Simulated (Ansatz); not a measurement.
The same ligand exchange along the group O, S, Se.

Isolated molecules relaxed with PBE0-D4/def2-TZVP in Ansatz; ΔE leaves out vibrations. CCSD(T)/CBS adds triple-zeta CCSD(T) − MP2 to the extrapolated MP2 energy (def2 sets, frozen cores). This one scheme is used for every species. For Se outer-core shells are correlated without core-valence functions, which leaves a few kJ/mol of doubt a bond. Scalar relativity is left out up to krypton. Each species was taken in one conformer, which may not be the lowest.

| reaction | CCSD(T)/def2-SVP (kcal/mol) | CCSD(T)/CBS(def2) (kcal/mol) |
| --- | --- | --- |
| `[OH][Al]([Cl])[Cl]` + H–F → `[OH][Al]([F])[Cl]` + HCl | -6.1 | -4.6 |
| `[SH][Al]([Cl])[Cl]` + H–F → `[F][Al]([SH])[Cl]` + HCl | -6.2 | -4.4 |
| `[Cl][Al]([Cl])[SeH]` + H–F → `[F][Al]([Cl])[SeH]` + HCl | -6.1 | -4.3 |

Largest T1 diagnostic: 0.011, for `[OH][Al]([F])[Cl]`.
